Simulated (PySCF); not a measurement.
An element was calculated at UHF (PySCF 2.14, ECP, a double-zeta basis, no spin-orbit coupling), in the ground configurations that NIST lists.

```
first ionisation energy  : 8.504 eV
second ionisation energy : 20.842 eV
third ionisation energy  : 30.962 eV
```

Question: Which element is it?

Answer: Selenium (Se, Z = 34), in cc-pVDZ-PP with ECP10MDF. NIST lists 9.752, 21.196 ± 0.01, 31.697 ± 0.019 eV for these ionisation energies.
